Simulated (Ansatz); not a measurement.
1-chlorobuta-1,2-diene (C₄H₅Cl), SMILES C(=C=CCl)C.

The structure is a stationary point at B3LYP-D3(BJ)/def2-SVP.

Two levels are set side by side: PBE/def2-SVPD (Ansatz, a quantum-chemistry and plane-wave program) and PBE0/def2-SVPD (Ansatz). Energy differences of separate SCF runs at the same geometry; the states with an electron removed or added have multiplicity 2 and 2. Differences are taken from unrounded values.

```json
[
 {"quantity": "vertical ionisation energy (eV)", "PBE0": "9.37", "PBE": "9.20", "PBE minus PBE0": "-0.17"},
 {"quantity": "vertical singlet–triplet gap (eV)", "PBE0": "4.15", "PBE": "4.20", "PBE minus PBE0": "0.05"}
]
```

On these quantities the two levels nearly agree.
